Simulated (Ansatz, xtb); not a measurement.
**Isomers of C2H7NSSi in order of energy**

6 gas-phase structures of C2H7NSSi, from a drawn sample of its isomers (lower ones may exist). Each was relaxed with GFN2-xTB; where two conformers were screened, the lower at r2SCAN-D4/def2-SVP is listed:

A. `[H]/N=C\CS[SiH3]`, a singlet
B. `CS/C=N/[SiH3]`, a singlet
C. `C=N[SiH2]SC`, a singlet
D. `NC(=S)C[SiH3]`, a singlet
E. `CC(=S)[SiH2]N`, a singlet
F. `[H]/N=C/CS[SiH3]`, a singlet

Problem. Estimate their order in r2SCAN-D4/def2-SVP energy at these geometries, lowest first.

Solution. Calculated order at r2SCAN-D4/def2-SVP: D (0.0), E (1.1), C (1.7), B (10.6), F (11.0), A (12.7) kcal/mol. Less than 1 kcal/mol parts E and C; B and F, so the order within those pairs means little. CCSD(T)/def2-SVP + ΔMP2/def2-TZVPP after further relaxation puts C lowest instead.

Energies above the lowest of each column, in kcal/mol; the last columns are at B3LYP/def2-SVP geometries and were run for some of them only (a dash: not run or not comparable):

```csv
structure,GFN2-xTB,HF/STO-3G,r2SCAN-D4/def2-SVP,B3LYP/def2-SVP,CCSD(T)/def2-SVP + ΔMP2/def2-TZVPP
D,7.6,17.9,0.0,3.5,9.0
E,14.0,12.6,1.1,3.7,1.8
C,0.0,0.0,1.7,0.0,0.0
B,2.2,4.4,10.6,8.3,11.7
F,8.6,12.0,11.0,11.0,12.2
A,8.3,11.4,12.7,–,–
```

CCSD(T)/def2-SVP + ΔMP2/def2-TZVPP puts C lowest of those it was run on; r2SCAN-D4/def2-SVP picks D. CCSD(T)/def2-SVP + ΔMP2/def2-TZVPP orders those it was run on as C (0.0), E (1.8), D (9.0), B (11.7), F (12.2) kcal/mol. Less than 1 kcal/mol parts B and F, so the order within that pair means little. Flexible structures stand in one conformer each, not always the lowest. B keeps a small imaginary mode. Frequencies (GFN2-xTB) were run for B, C, D, E, F alone. The ΔMP2 step shifts differences by up to 4.5 kcal/mol, which makes them less sure. ΔMP2 is the change of the MP2 energy from the smaller to the larger basis.

Over these structures GFN2-xTB departs from r2SCAN-D4/def2-SVP by 6.4 kcal/mol on average once a common shift is removed. A GFN2-xTB relaxation took about 0.13 s and the r2SCAN-D4/def2-SVP energy about 1.5 s on a shared host (Ansatz 0.2.0, xtb 6.7.1).
